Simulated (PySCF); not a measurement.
A structure optimised at B3LYP-D3(BJ)/def2-SVP, used in a PySCF frequency run:

```
C
H 1 1.1042
H 1 1.1042 2 106.65
Si 1 1.8883 2 108.53 3 116.74
H 4 1.4926 1 110.24 2 -177.93
H 4 1.4926 5 108.42 1 120.76
H 4 1.4930 5 108.53 6 117.70
Si 1 1.8883 2 108.53 3 -116.74
H 8 1.4926 1 110.24 2 177.93
H 8 1.4926 9 108.42 1 -120.76
H 8 1.4930 9 108.53 10 -117.70
```
Charge 0, spin multiplicity 1.

Task: Write its SMILES, formula and point group.

Result: [SiH3]C[SiH3], CH8Si2, C2v

Task: What are its rotational constants (standard atomic weights)?

Result: 18.436, 2.8406, 2.6551 GHz
